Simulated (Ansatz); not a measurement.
Reaction (redistribution): `CBB(C)F` + `C[SiH2]C(N)F` → `CB(F)C(N)F` + `CB[SiH2]C`

Calculated with Ansatz (gas phase, PBE0-D4/def2-TZVP geometries, no zero-point term in ΔE). CCSD(T)/CBS adds triple-zeta CCSD(T) − MP2 to the extrapolated MP2 energy (def2 sets, frozen cores). DFT in def2-TZVPP. B3LYP here is the variant with VWN-RPA as its local correlation; programs differ in this. Each species was taken in one conformer, which may not be the lowest.

(1) Is it downhill or uphill in electronic energy at CCSD(T)/CBS, and by how much? (Best estimate.)

(2) What do these levels give: PBE-D4, r2SCAN-D4, PBE0-D4, ωB97M-V, B3LYP, MP2/def2-TZVPP, SCS-MP2/def2-TZVPP, CCSD/def2-TZVPP, HF/def2-QZVPP, MP2/def2-QZVPP, SCS-MP2/def2-QZVPP, MP2/CBS(def2)? (Estimate.)

Largest T1 diagnostic among the species: 0.012.

Results:

(1) The calculation gave: Downhill: ΔE = -0.15 eV.

(2) Ansatz gave: PBE-D4 -0.16, r2SCAN-D4 -0.17, PBE0-D4 -0.18, ωB97M-V -0.15, B3LYP -0.13, MP2/def2-TZVPP -0.15, SCS-MP2/def2-TZVPP -0.14, CCSD/def2-TZVPP -0.18, HF/def2-QZVPP -0.16, MP2/def2-QZVPP -0.13, SCS-MP2/def2-QZVPP -0.12, MP2/CBS(def2) -0.12 eV.
